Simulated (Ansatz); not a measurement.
Molecule: sum formula H$_{2}$SiO$_{2}$Cl, charge 0, multiplicity 2. It need not be the lowest isomer of its formula. 
Structure (B3LYP-D3(BJ)/def2-TZVP (Ansatz, a program for electronic structure) minimum search):
```
Si
O 1 1.6375
H 2 0.9634 1 117.07
O 1 1.6482 2 106.18 3 17.41
H 4 0.9619 1 118.48 2 174.60
Cl 1 2.0819 2 108.54 3 137.20
```
Charge 0, spin multiplicity 2.

Computed values are from Ansatz. Cores are frozen in the correlated levels unless marked. Open shells are spin-unrestricted. Spin-orbit coupling is left out. Non-relativistic. Basis-set limits of correlation are two-point, X^-3; Hartree-Fock from the larger set.

* **atomisation energy De**: 529.3 kcal/mol at CCSD(T)/CBS(cc-pV(T+d)Z,cc-pV(Q+d)Z)
* **total energy**: -900.4978 Eh at CCSD(T)/CBS(cc-pV(T+d)Z,cc-pV(Q+d)Z)
* **dipole moment**: 2.23 D at CCSD(T)/aug-cc-pV(D+d)Z
* **T1 diagnostic**: 0.014 at CCSD/def2-QZVPP
